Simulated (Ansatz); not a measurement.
bromine monochloride (BrCl), singlet, at a GFN2-xTB geometry; HF/6-31G** (Ansatz, a first-principles code).

Input for Ansatz:
Ansatz 0.2 input:
```yaml
crystal:
  periodic: [false, false, false]
  atoms:
    - {symbol: Cl, position_ang: [-0.00000000, -0.00000000, -1.43741497]}
    - {symbol: Br, position_ang: [0.00000000, 0.00000000, 0.69817298]}
basis:
  gaussian:
    orbitals: 6-31G__.json
hamiltonian:
  xc: hf
```
The basis file holds 6-31G** in the JSON format of the Basis Set Exchange.

### Question
What does Ansatz print? Leave out banner, timings and long lists.

### Answer

```
Functional definition: HF
495 factors; integrals over basis functions are off by at most 9.1e-4 eV
mean field evaluation 1: about -82492.4648 eV, gradient 1.1e1 eV
mean field evaluation 2: about -82492.4826 eV, gradient 1.1e1 eV
mean field evaluation 4: about -82492.8320 eV, gradient 8.8e-1 eV
mean field evaluation 8: about -82492.8362 eV, gradient 1.2e-5 eV
mean field -82492.83623270 eV, -3031.5558158991 hartree, gradient 1.5e-5 eV, S^2 0.000000; 0 other end points of the search recorded, 0 dependent functions left out
reference -82492.83623270 eV, -3031.5558158991 hartree; 26, 26 occupied and 28, 28 virtual orbitals, 495 factors
Total energy: -82492.83623270 eV, -3031.5558158991 hartree
```
